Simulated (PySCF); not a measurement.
Bi(F)3 cation (BiF3), SMILES [F][Bi]([F])[F] (connectivity only; charge and spin as stated), charge +1, multiplicity 2.

Coordinates come from a r2SCAN-D4/def2-SVP optimisation. The spin state was assumed, not searched. The isomer is the one that the SMILES or the coordinates give; other isomers of the formula were not compared. The def2 effective core potentials stand for the cores of Bi; spin–orbit coupling is left out.

These are IEF-PCM-ωB97X/def2-SVP run with PySCF values and carry that method's errors.

The values are the electrostatic part of the solvation free energy, E(continuum) − E(gas) at the gas-phase geometry, in a cavity of scaled van der Waals radii (PySCF's table); cavitation and dispersion terms are not included. A continuum can't describe solvent molecules that bind to the metal.

Computed values in water (ε = 78.36), n-hexane (ε = 1.88), 1-octanol (ε = 9.86):
```
solvent        ε  ΔG(elec) (kcal/mol)
---------  -----  -------------------
water      78.36                -76.1
n-hexane    1.88                -34.1
1-octanol   9.86                -68.4
```
